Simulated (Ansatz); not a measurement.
Reaction (ligand exchange at a Zn–C bond): `S[CH2][ZnH]` + silanol → `[SiH3][O][ZnH]` + CH₃SH

Computed with Ansatz on PBE0-D4/def2-TZVP structures; ΔE is electronic, products minus reactants. CCSD(T)/CBS adds triple-zeta CCSD(T) − MP2 to the extrapolated MP2 energy (def2 sets, frozen cores). This one scheme is used for every species. DFT in def2-TZVPP. For Zn outer-core shells are correlated without core-valence functions, which leaves a few kJ/mol of doubt a bond. Scalar relativity is left out up to krypton. One conformer a species, not always the lowest.

`S[CH2][ZnH]`:

```xyz
7

S    -0.908    1.446   -0.361
C    -0.483   -0.063    0.566
Zn    1.235   -0.713   -0.085
H    -0.754    0.975   -1.609
H    -1.314   -0.769    0.548
H    -0.370    0.277    1.599
H     2.593   -1.154   -0.659
```

`O[SiH3]`:

Cartesian coordinates in Å:
```
O 0.727 -1.040 -0.179
Si -0.340 0.192 0.060
H 1.653 -0.817 -0.281
H -0.031 0.955 1.300
H -1.673 -0.442 0.179
H -0.337 1.151 -1.079
```

`[SiH3][O][ZnH]`:

Cartesian coordinates in Å:
```
Si -1.081 -0.130 -0.373
O 0.233 0.374 0.426
Zn 1.963 0.321 0.762
H -0.867 -0.110 -1.850
H -2.235 0.756 -0.060
H -1.449 -1.525 0.008
H 3.436 0.313 1.086
```

CH₃SH:

Z-matrix (Å, degrees):
```
C
S 1 1.806
H 1 1.089 2 111.5
H 1 1.089 2 111.5 3 -123.8
H 1 1.090 2 106.2 3 118.1
H 2 1.342 1 97.1 3 61.9
```

| level | ΔE (kJ/mol) |
| --- | --- |
| r2SCAN-D4 | -94.8 |
| r2SCAN0-D4 | -96.2 |
| revPBE | -85.7 |
| r2SCANh | -95.4 |
| CAM-B3LYP | -102.3 |
| CCSD/def2-SVP | -116.4 |
| CCSD(T)/def2-TZVPP | -97.9 |
| HF/CBS(def2) | -121.7 |

(1) What does CCSD(T)/CBS give? (Estimate.)

Largest T1 diagnostic among the species: 0.016.

Results:

(1) Computed: -96.7 kJ/mol. The listed levels differ from it by 1.9, 0.5, 11.0, 1.3, -5.6, -19.7, -1.2, -25.0 kJ/mol.

From PBE to PBE0 (25 % exact exchange), in def2-TZVPP and without D4, ΔE moves by −4.6 kJ/mol. At CCSD(T), def2-SVP lies −17.2 kJ/mol from the extrapolated value and def2-TZVPP −1.2 kJ/mol.
